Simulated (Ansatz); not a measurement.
A made-up structure of CHNTe, singlet:

N1  (0.915, -0.279, 1.695)
C2  (0.377, -0.327, 0.675)
Te3  (-0.564, -0.519, -1.118)
H4  (1.570, -0.588, 2.413)
(Å)

It is relaxed with PBE-D4/def2-SVP and then PBE0-D4/def2-TZVP (Ansatz 0.2.0). Atoms count as bonded within 1.22 times the sum of their covalent radii (H–H: 0.88 Å). The end point is not checked to be a true minimum.

Does its bonding change? (A judgement: the text doesn't fix the answer.)

Computed: No: no bond forms or breaks.

Where it ends: The first stage lowers the energy by 0.19 eV in 7 steps. It ends as CHNTe ([NH][C][Te]):
```
4
angstrom
N 0.8834 -0.2085 1.7172
C 0.3806 -0.3726 0.6569
Te -0.5195 -0.5132 -1.0488
H 1.5531 -0.6183 2.3399
```

Labels in which every atom is bracketed show which atoms are joined, not bond orders.

For scale, one of the runs: PBE0-D4/def2-TZVP relaxation, 118 basis functions, launched by `ansatz run in.yaml --threads 2 --pin off --events-out ev --progress --plain --max-ram 4352MiB`. The run took about 10 s on 2 CPU threads of an Arm Neoverse V2 (shared host).
